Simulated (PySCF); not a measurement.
Pb (SMILES [Pb]), triplet (core potentials on Pb); PBE0/def2-SVP run with PySCF.

Input for PySCF:
```python
from pyscf import gto, scf, dft

mol = gto.Mole()
mol.atom = '''
    Pb    0.00000000    0.00000000    0.00000000
'''
mol.basis = 'def2-svp'
mol.ecp = {'Pb': 'def2-svp'}
mol.spin = 2
mol.verbose = 4
mol.build()

mf = dft.UKS(mol)
mf.xc = 'pbe0'
mf.kernel()
```

The log (banner, timings and long lists left out):

```
PySCF version 2.14.0

[INPUT] verbose = 4
[INPUT] num. atoms = 1
[INPUT] num. electrons = 22
[INPUT] charge = 0
[INPUT] spin (= nelec alpha-beta = 2S) = 2
[INPUT] symmetry False subgroup None
[INPUT] Mole.unit = angstrom
[INPUT] Symbol           X                Y                Z      unit          X                Y                Z       unit  Magmom
[INPUT]  1 Pb     0.000000000000   0.000000000000   0.000000000000 AA    0.000000000000   0.000000000000   0.000000000000 Bohr   0.0

nuclear repulsion = 0
number of shells = 10
number of NR pGTOs = 61
number of NR cGTOs = 26
basis = def2-svp
ecp = {'Pb': 'def2-svp'}

******** <class 'pyscf.dft.uks.UKS'> ********
method = UKS
initial guess = minao
damping factor = 0
level_shift factor = 0
DIIS = <class 'pyscf.scf.diis.CDIIS'>
diis_start_cycle = 1
diis_space = 8
diis_damp = 0
SCF conv_tol = 1e-09
SCF conv_tol_grad = None
SCF max_cycles = 50
direct_scf = True
direct_scf_tol = 1e-13
number electrons alpha = 12  beta = 10
XC library pyscf.dft.libxc version 7.1.2
    S. Lehtola, C. Steigemann, M. J. T. Oliveira, and M. A. L. Marques,  SoftwareX 7, 1–5 (2018)
XC functionals = pbe0
    C. Adamo and V. Barone,  J. Chem. Phys. 110, 6158 (1999)
    M. Ernzerhof and G. E. Scuseria,  J. Chem. Phys. 110, 5029 (1999)
radial grids:
    Treutler-Ahlrichs [JCP 102, 346 (1995); DOI:10.1063/1.469408] (M4) radial grids

becke partition: Becke, JCP 88, 2547 (1988); DOI:10.1063/1.454033
pruning grids: <function nwchem_prune>
grids dens level: 3
symmetrized grids: False
atomic radii adjust function: <function treutler_atomic_radii_adjust>
small_rho_cutoff = 0
Set gradient conv threshold to 3.16228e-05
tot grids = 23232
init E= -169.079301196326

cycle= 1 E= -192.385512574606  delta_E= -23.3  |g|= 0.931  |ddm|=  9.2
cycle= 2 E= -192.652017918462  delta_E= -0.267  |g|= 0.667  |ddm|= 3.31
cycle= 3 E= -192.832705512884  delta_E= -0.181  |g|= 0.0176  |ddm|= 1.04
cycle= 4 E= -192.832967311298  delta_E= -0.000262  |g|= 0.00211  |ddm|= 0.065
cycle= 5 E= -192.832970692715  delta_E= -3.38e-06  |g|= 0.000257  |ddm|= 0.00801
cycle= 6 E= -192.832970738544  delta_E= -4.58e-08  |g|= 9.8e-06  |ddm|= 0.000838
cycle= 7 E= -192.832970738631  delta_E= -8.74e-11  |g|= 4.84e-07  |ddm|= 5.31e-05
Extra cycle  E= -192.832970738631  delta_E= -1.42e-13  |g|= 2.62e-07  |ddm|= 2.01e-06
converged SCF energy = -192.832970738631  <S^2> = 2.002755  2S+1 = 3.0018361
```
